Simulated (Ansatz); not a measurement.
`CO[CH2][GaH][ZnH]` + `CC` → `CO[CH2][GaH2]` + `C[CH2][ZnH]`  (formal exchange of groups at a Ga–Zn bond)

Gas-phase electronic energies from Ansatz, PBE0-D4/def2-TZVP geometries. CBS: MP2 limit from def2 TZ/QZ plus the TZ coupled-cluster correction, frozen cores. This one scheme is used for every species. Functionals use def2-TZVPP. For Ga, Zn outer-core shells are correlated without core-valence functions, which leaves a few kJ/mol of doubt a bond. Scalar relativity is left out up to krypton. Each species was taken in one conformer, which may not be the lowest.

`CO[CH2][GaH][ZnH]`:

Cartesian coordinates in Å:
```
C 0.696 1.512 0.385
O -0.638 1.150 0.558
C -1.143 0.438 -0.554
Ga -0.516 -1.466 -0.696
Zn 0.897 -2.498 1.024
H 1.027 2.028 1.286
H 0.827 2.177 -0.481
H 1.338 0.627 0.228
H -0.966 0.995 -1.487
H -2.232 0.394 -0.429
H -1.109 -2.227 -1.957
H 1.819 -3.130 2.124
```

`CC`:

```xyz
8

C    -0.342   -0.156   -0.659
C     0.342    0.156    0.659
H    -1.423   -0.006   -0.593
H     0.029    0.484   -1.463
H    -0.173   -1.193   -0.961
H     1.423    0.006    0.594
H    -0.030   -0.484    1.463
H     0.174    1.193    0.961
```

`CO[CH2][GaH2]`:

```xyz
11

C     0.861    0.682   -1.448
O    -0.119    0.014   -0.700
C     0.153    0.006    0.693
Ga   -1.434   -1.007    1.343
H     0.569    0.635   -2.498
H     0.942    1.735   -1.144
H     1.844    0.207   -1.326
H     0.216    1.033    1.082
H     1.113   -0.489    0.898
H    -1.399   -2.578    1.355
H    -2.745   -0.239    1.744
```

`C[CH2][ZnH]`:

```xyz
9

C     0.104    0.483   -1.027
C    -0.220   -0.595    0.007
Zn    0.101   -0.099    1.870
H    -0.487    1.390   -0.871
H    -0.098    0.144   -2.048
H     1.155    0.780   -0.993
H     0.361   -1.501   -0.202
H    -1.271   -0.896   -0.082
H     0.355    0.294    3.345
```

```csv
level,ΔE (kcal/mol)
r2SCANh-D4,19.5
r2SCAN0,19.6
```

Task: What does CCSD(T)/CBS give? (Best estimate.)

Result: The calculation gave: +19.0 kcal/mol. The listed levels differ from it by 0.5, 0.6 kcal/mol.

Largest T1 diagnostic among the species: 0.014.

Leaving LDA and LC-ωPBE aside and taking each functional with its dispersion term where it has one, the values, not all of them listed here, spread over 2.9 kcal/mol, from ωB97X-V to BHLYP-D4. LDA lies −1.0 kcal/mol from PBE without D4. In def2-TZVPP, CCSD(T) changes the Hartree–Fock value by −2.3 kcal/mol (the triples alone add −0.2 kcal/mol) and MP2 by −4.0 kcal/mol.
